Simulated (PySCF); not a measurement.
## Vibration and rotation of KRb

PBE0 constants of KRb, ¹Σ⁺ (singlet), closed shell (PySCF, spin-free X2C with a Gaussian nucleus, basis sets K x2c-TZVPall, Rb x2c-TZVPall; masses 38.9637 and 84.9118 u):

```
ωe           : 75.1 cm⁻¹
ωexe         : 0.158 cm⁻¹
Be           : 0.03684 cm⁻¹
αe           : 9.59e-05 cm⁻¹
De to K + Rb : 0.489 eV
```

Task: What force constant and bond length do these constants imply?

Result: Reduced mass μred = 26.708 u; k = 5.8918×10⁻⁷·μred·ωe² (u, cm⁻¹, mdyn/Å) = 0.0888 mdyn/Å; Re = √(16.8576/(μred·Be)) (u, cm⁻¹, Å) = 4.139 Å.

Task: Estimate the centrifugal constant D from the Kratzer relation and find the Dunham coefficient a1.

Result: D = 4Be³/ωe² = 3.55e-08 cm⁻¹; a1 = −1 − αeωe/(6Be²) = -1.88.

Closed-shell solutions of metal pairs were not tested for spin polarisation, which can lower them a little.
